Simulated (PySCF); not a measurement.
Cl₃Re, SMILES [Cl][Re]([Cl])[Cl] (connectivity only; charge and spin as stated), neutral, multiplicity 5. Atoms are numbered in the order given.

```xyz
4

Re     0.0000     0.0000    -0.1145
Cl     0.0000     1.6632     1.4513
Cl     0.0000     0.0000    -2.3976
Cl     0.0000    -1.6632     1.4513
```
Charge 0, spin multiplicity 5.

Coordinates come from a PBE-D3(BJ)/def2-SVP optimisation. The multiplicity is an assumed one; other spin states were not compared. The def2 effective core potentials stand for the cores of Re; spin–orbit coupling is left out.

Calculation: B3LYP/def2-TZVPD (PySCF).

Mulliken values depend strongly on the basis, most of all with diffuse functions as here. ESP charges are fitted to the potential on shells at 1.4 to 2.0 van der Waals radii. Atomic charges (e):

```json
[
 {"atom": "Re1", "Mulliken": "0.97", "ESP fit": "(withheld)", "Mulliken spin": "3.67"},
 {"atom": "Cl2", "Mulliken": "-0.31", "ESP fit": "(withheld)", "Mulliken spin": "0.12"},
 {"atom": "Cl3", "Mulliken": "-0.35", "ESP fit": "(withheld)", "Mulliken spin": "0.09"},
 {"atom": "Cl4", "Mulliken": "-0.31", "ESP fit": "(withheld)", "Mulliken spin": "0.12"}
]
```

Task: Some entries are withheld; supply them. (An estimate is asked for; the answer gives what the named calculation found.)

Result: 
- Re1, ESP fit: 0.49
- Cl2, ESP fit: -0.17
- Cl3, ESP fit: -0.15
- Cl4, ESP fit: -0.17
